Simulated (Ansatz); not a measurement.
# Which method gave which barrier?

Saddle point of SiHBrF2, closed shell (SiHBrF₂ ([F][SiH]([F])[Br]) → SiF₂ + HBr; bonds formed: Br2–H3; bonds broken: Si1–Br2, Si1–H3), PBE0-D4/def2-TZVP structure:

Si1  (-0.676, 0.127, 0.088)
Br2  (1.793, -0.378, -0.871)
H3  (0.121, -0.103, -1.300)
F4  (-0.396, 1.415, 0.963)
F5  (-0.842, -1.061, 1.119)
(Å)

Ansatz 0.2.0; basis: def2-TZVPP, with def2-QZVPP for the basis limit; cores frozen in the correlated methods. Filled d shells of the heavier atoms are correlated. The def2 sets are not built for correlating such inner shells, so the correlated values are less sure here. Extrapolation: Hartree–Fock as exp(−7.88 √X), correlation as X^−2.97. Four methods, as single points on the PBE0-D4 structures, gave these electronic barriers from the start structure: 246.5, 283.0, 312.3, 371.9 kJ/mol.

Task: The methods were, in alphabetical order, HF, MP2, PBE-D4, PBE0-D4. Which gave which? (Judge from chemistry; the calculation decides.)

Result: Computed: PBE-D4 246.5; PBE0-D4 283.0; MP2 312.3; HF 371.9 kJ/mol. For comparison, CCSD(T) at an estimated basis limit (MP2 extrapolated from triple and quadruple zeta, plus CCSD(T) − MP2 in triple zeta) gives 303.5 kJ/mol.

The T1 diagnostic stays at or below 0.013. The restricted Hartree–Fock reference is unstable towards an unrestricted one at one or more of these structures.

Losses and insertions of silylenes and their heavier kin drive the gas-phase chemistry of silicon and germanium vapour deposition.

Labels in which every atom is bracketed show which atoms are joined, not bond orders.

For scale, one of the runs: CCSD(T)/def2-TZVPP, 166 basis functions, launched by `ansatz run in.yaml --threads 4 --pin off --events-out ev --progress --plain --max-ram 9574MiB`. Time: 39 s of wall clock on 4 CPU threads of an Arm Neoverse V1; the host was shared. Peak host memory: 1.4 GiB.
